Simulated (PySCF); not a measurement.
System: C4H5GeO, charge -1, multiplicity 1. It need not be the lowest isomer of its formula. Whether it binds its extra electron was not tested at this geometry. SMILES: [GeH3][c]1[c-]cco1
Geometry: optimised at B3LYP-D3(BJ)/def2-TZVP (Ansatz).

Dispersion corrections to the total energy (kcal/mol) from the dftd3 and dftd4 libraries through PySCF: D3(BJ) without and D4 with the three-body term, each with the damping fitted for the functional named.

```csv
functional,D3(BJ),D4
B2GP-PLYP,-4.26,-3.02
BP86,-9.75,[?]
TPSS,[?],-9.62
revPBE,-14.54,-22.39
PW6B95,-3.19,-6.19
HF,-48.57,[?]
CAM-B3LYP,-4.82,-6.09
```

**Question.** What belongs in the gaps?

**Answer.** 
- BP86, D4: -9.57
- TPSS, D3(BJ): -7.45
- HF, D4: -25.83
